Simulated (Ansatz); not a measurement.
`OC[CH2][SnH3]` + `N[SiH2]OCO` → `N[SiH2][O][SnH3]` + `OCCCO`  (formal exchange of groups at the Sn–C bond)

Isolated molecules relaxed with PBE0-D4/def2-TZVP in Ansatz; ΔE leaves out vibrations. CCSD(T)/CBS is the MP2 limit (def2-TZVPP, def2-QZVPP) plus CCSD(T) − MP2 in def2-TZVPP, frozen cores. DFT in def2-TZVPP. B3LYP here is the variant with VWN-RPA as its local correlation; programs differ in this. def2 core potentials past Kr. For Sn outer-core shells are correlated without core-valence functions, which leaves a few kJ/mol of doubt a bond. One conformer a species, not always the lowest.

`OC[CH2][SnH3]`:

Z-matrix (Å, degrees):
```
C
C 1 1.507
O 1 1.417 2 108.3
H 1 1.100 2 110.2 3 -120.9
H 1 1.100 2 110.2 3 120.9
Sn 2 2.148 1 112.9 3 -179.9
H 2 1.093 1 110.1 3 59.3
H 2 1.093 1 110.1 3 -59.2
H 3 0.961 1 108.6 2 -180.0
H 6 1.710 2 110.0 1 60.2
H 6 1.710 2 110.0 1 -59.5
H 6 1.707 2 109.8 1 -179.7
```

`N[SiH2]OCO`:

Z-matrix (Å, degrees):
```
Si
O 1 1.660
N 1 1.702 2 112.2
H 1 1.482 2 110.4 3 -118.0
H 1 1.487 2 106.2 3 120.1
C 2 1.395 1 122.4 3 -153.9
H 3 1.007 1 121.7 2 64.1
H 3 1.006 1 120.6 2 -86.0
O 6 1.396 2 112.7 1 -66.1
H 6 1.096 2 106.7 1 171.1
H 6 1.096 2 111.1 1 51.7
H 9 0.962 6 108.2 2 -63.4
```

`N[SiH2][O][SnH3]`:

Z-matrix (Å, degrees):
```
Si
O 1 1.628
Sn 1 3.205 2 30.0
N 1 1.722 2 110.9 3 21.6
H 1 1.486 2 107.0 3 143.7
H 1 1.488 2 111.4 3 -95.2
H 3 1.704 1 99.1 2 113.3
H 3 1.705 1 92.0 2 -133.3
H 3 1.703 1 126.7 2 -13.3
H 4 1.007 1 122.0 2 86.0
H 4 1.006 1 120.3 2 -124.2
```

`OCCCO`:

Z-matrix (Å, degrees):
```
C
C 1 1.517
O 1 1.414 2 113.3
H 1 1.094 2 110.0 3 117.8
H 1 1.098 2 109.9 3 -124.6
C 2 1.517 1 113.0 3 -62.7
H 2 1.099 1 109.2 3 59.6
H 2 1.095 1 109.3 3 175.6
H 3 0.961 1 108.2 2 -65.5
O 6 1.413 2 112.8 1 -178.4
H 6 1.094 2 109.6 1 -61.0
H 6 1.096 2 110.0 1 56.5
H 10 0.960 6 108.3 2 -65.8
```

| level | ΔE (kJ/mol) | difference from CCSD(T)/CBS |
| --- | --- | --- |
| PBE-D4 | -66.0 | 10.8 |
| r2SCAN-D4 | -73.2 | 3.6 |
| B2PLYP | -72.9 | 3.9 |
| PBE | -64.3 | 12.5 |
| r2SCAN | -72.8 | 4.0 |
| PBE0 | -66.7 | 10.1 |
| B3LYP | -70.0 | 6.8 |
| HF/def2-TZVPP | -79.5 | -2.7 |
| MP2/def2-TZVPP | -72.0 | 4.8 |
| SCS-MP2/def2-TZVPP | -75.1 | 1.7 |
| CCSD/def2-TZVPP | -72.1 | 4.7 |
| CCSD(T)/def2-TZVPP | -71.3 | 5.5 |
| HF/def2-QZVPP | -81.4 | -4.6 |
| MP2/def2-QZVPP | -75.8 | 1.0 |
| SCS-MP2/def2-QZVPP | -78.7 | -1.9 |
| MP2/CBS(def2) | -77.5 | -0.7 |
| CCSD(T)/CBS | -76.8 | 0 |

Largest T1 diagnostic among the species: 0.013.

In def2-TZVPP, CCSD(T) changes the Hartree–Fock value by +8.2 kJ/mol (the triples alone add +0.7 kJ/mol) and MP2 by +7.5 kJ/mol.
